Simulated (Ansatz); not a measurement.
C14H8O2⁺, that is phenanthrenequinone with one electron fewer. Total charge 1; doublet. Geometry PBE-D4/def2-SVP, that of the neutral singlet.

| atom | x (Å) | y (Å) | z (Å) |
| --- | --- | --- | --- |
| O1 | -1.115 | -2.511 | -2.229 |
| C2 | -0.666 | -1.585 | -1.566 |
| C3 | 0.200 | -0.506 | -2.261 |
| O4 | 0.422 | -0.599 | -3.461 |
| C5 | 0.727 | 0.604 | -1.423 |
| C6 | 1.513 | 1.585 | -2.059 |
| C7 | 2.041 | 2.657 | -1.336 |
| C8 | 1.777 | 2.747 | 0.042 |
| C9 | 0.996 | 1.776 | 0.682 |
| C10 | 0.452 | 0.683 | -0.028 |
| C11 | -0.376 | -0.350 | 0.638 |
| C12 | -0.665 | -0.301 | 2.020 |
| C13 | -1.450 | -1.283 | 2.637 |
| C14 | -1.974 | -2.353 | 1.891 |
| C15 | -1.702 | -2.423 | 0.523 |
| C16 | -0.913 | -1.440 | -0.106 |
| H17 | 1.689 | 1.467 | -3.139 |
| H18 | 2.654 | 3.421 | -1.837 |
| H19 | 2.184 | 3.585 | 0.628 |
| H20 | 0.812 | 1.882 | 1.760 |
| H21 | -0.273 | 0.519 | 2.637 |
| H22 | -1.654 | -1.211 | 3.717 |
| H23 | -2.591 | -3.123 | 2.378 |
| H24 | -2.087 | -3.239 | -0.107 |

At PBE-D4/def2-SVP the gap within one spin of the charge 1 doublet nearly closes, so an electron or hole may be smeared out by delocalisation error.

**Question.** Estimate the α-spin orbital energies around the gap (eV) in Ansatz with PBE-D4/def2-SVP, PBE0-D4/def2-SVP.

**Answer.** 
```
orbital  PBE-D4/def2-SVP  PBE0-D4/def2-SVP
 HOMO−5           -12.07            -13.67
 HOMO−4           -11.99            -12.52
 HOMO−3           -11.31            -12.44
 HOMO−2           -11.12            -12.26
 HOMO−1           -10.90            -12.04
   HOMO           -10.56            -11.26
   LUMO            -8.68             -7.46
 LUMO+1            -6.68             -6.23
 LUMO+2            -6.51             -5.59
 LUMO+3            -5.51             -4.51
 LUMO+4            -5.06             -4.47
 LUMO+5            -3.77             -2.26
 β HOMO           -10.39            -11.23
 β LUMO           -10.37            -10.06
```
